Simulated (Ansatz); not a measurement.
phosphoric acid cation (H₃O₄P), SMILES O=P(O)(O)O (connectivity only; charge and spin as stated), charge +1, multiplicity 2.

The structure is a stationary point at TPSSh-D3(BJ)/def2-SVP. The spin state was assumed, not searched. One conformer was computed; it need not be the lowest.

Two levels are set side by side: PBE/def2-SVPD (Ansatz, a program for electronic structure) and CAM-B3LYP/def2-SVPD (Ansatz). Energy differences of separate SCF runs at the same geometry; the states with an electron removed or added have multiplicity 3 and 1. Differences are taken from unrounded values.

```
quantity                           PBE
-------------------------------  -----
vertical ionisation energy (eV)  17.86
vertical electron affinity (eV)   9.44
```

These are the PBE values. What does CAM-B3LYP give? (Estimate from the structure and the level; the computed values follow.)


```csv
quantity,CAM-B3LYP,PBE minus CAM-B3LYP
vertical ionisation energy (eV),18.89,-1.03
vertical electron affinity (eV),9.62,-0.19
```
